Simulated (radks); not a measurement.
Results of a calculation; reference values are marked as such.
Species: Rh3+. Configuration: [Kr] 4d6. Code: a radial shooting solver on a logarithmic mesh with Libxc functionals. Model: scalar-relativistic Kohn-Sham, AM05, spin-polarised, spherical densities, point nucleus; open shells are filled with parallel spins first (spin-orbit coupling, left out, can overturn this in heavy ions). Some entries of the table are withheld. Estimate them.

| orbital | occ. | eigenvalue (hartree) | <1/r> (bohr^-1) | <r> (bohr) |
|---|---|---|---|---|
| 1s up | 1 | -846.9841 | 47.01 | 0.03265 |
| 1s down | 1 | -846.9840 | 47.01 | 0.03265 |
| 2s up | 1 | -123.9878 | 10.64 | 0.1421 |
| 2s down | 1 | -123.9621 | 10.64 | 0.1420 |
| 2p up | 3 | -111.3020 | 10.31 | 0.1238 |
| 2p down | 3 | -111.2822 | 10.31 | 0.1238 |
| 3s up | 1 | -23.24722 | 3.706 | 0.3912 |
| 3s down | 1 | -23.23094 | 3.707 | 0.3911 |
| 3p up | 3 | -19.07996 | 3.532 | 0.3909 |
| 3p down | 3 | -19.06178 | 3.532 | 0.3907 |
| 3d up | 5 | (1) | (2) | 0.3705 |
| 3d down | 5 | (3) | (4) | 0.3703 |
| 4s up | 1 | -4.39419 | 1.411 | 0.9738 |
| 4s down | 1 | -4.28464 | 1.416 | 0.9711 |
| 4p up | 3 | -3.20571 | 1.269 | 1.065 |
| 4p down | 3 | -3.09180 | 1.274 | 1.063 |
| 4d up | 5 | -1.49783 | 0.9711 | 1.361 |
| 4d down | 1 | -1.38317 | 0.9656 | 1.375 |

Answer. 
(1) 3d up eigenvalue (hartree): -12.40936
(2) 3d up <1/r> (bohr^-1): 3.307
(3) 3d down eigenvalue (hartree): -12.38368
(4) 3d down <1/r> (bohr^-1): 3.307
